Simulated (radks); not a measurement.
Q: These are the eigenvalues of the occupied orbitals of an atom or ion with whole-number occupations (hartree). Calculated with a radial shooting solver on a logarithmic mesh with Libxc functionals: scalar-relativistic Kohn-Sham, r2SCAN, spin-polarised, spherical densities, finite nucleus; meta-GGA in the generalised Kohn-Sham scheme; Fermi nuclear charge, rms radius of each element as measured or else 0.836 A^(1/3) + 0.57 fm.

| orbital | eigenvalue |
|---|---|
| 1s down | -1780.731 |
| 1s up | -1780.731 |
| 2s up | -293.8007 |
| 2s down | -293.7993 |
| 2p up | -261.7216 |
| 2p down | -261.7202 |
| 3s up | -65.57532 |
| 3s down | -65.47526 |
| 3p up | -55.53900 |
| 3p down | -55.43861 |
| 3d up | -42.11013 |
| 3d down | -42.03100 |
| 4s up | -13.85132 |
| 4s down | -13.60341 |
| 4p up | -10.52844 |
| 4p down | -10.27902 |
| 4d up | -5.87967 |
| 4d down | -5.62763 |
| 5s up | -2.36804 |
| 5s down | -2.23336 |
| 5p up | -1.54465 |
| 5p down | -1.43767 |
| 4f up | -0.87574 |
| 5d up | -0.57021 |

Which element is it, and in what charge state? The configuration may be excited. Open shells, if any, are filled with parallel spins first.

A: Z = 63, europium, charge +2: Eu2+ in [Xe] 4f6 5d1. The list shows which subshells hold electrons but not how many an open one holds; the 1s level, -1780.7 hartree, gives Z - s = 59.7 by -(Z - s)^2/2, which with screening and relativity narrows Z to a few neighbours, and the depths of the outer levels then fix element, charge and occupations together.
